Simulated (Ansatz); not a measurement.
Mulliken charges of F3H2NSi, SMILES `N[Si](F)(F)F` from PBE/def2-TZVPP in Ansatz (PBE0-D4/def2-TZVP geometry).

```tsv
atom	x (Å)	y (Å)	z (Å)	charge (e)
N1	-0.293	0.756	0.649	-0.371
Si2	0.231	-0.473	-0.358	0.821
F3	-0.641	-0.723	-1.650	-0.257
F4	0.228	-1.836	0.429	-0.262
F5	1.680	-0.146	-0.877	-0.262
H6	-1.046	0.629	1.302	0.166
H7	-0.098	1.724	0.459	0.166
```

Q: By hand: the dipole of these point charges (1 e Å = 4.8032 D).

A: Σ q r = (-0.227, 0.427, 0.299) e Å, of length 0.569 e Å = 2.73 D.

Q: How does the dipole of the full density compare? (An estimate is asked.)

A: The calculation gave: (-0.246, 0.435, 0.288) e Å, 2.77 D; the point charges give 0.99 times that, at 2° from its direction.

Point charges leave out the atoms' own dipoles, such as those of lone pairs, and Mulliken's split depends on the basis, so the close match here is no proof of good charges.
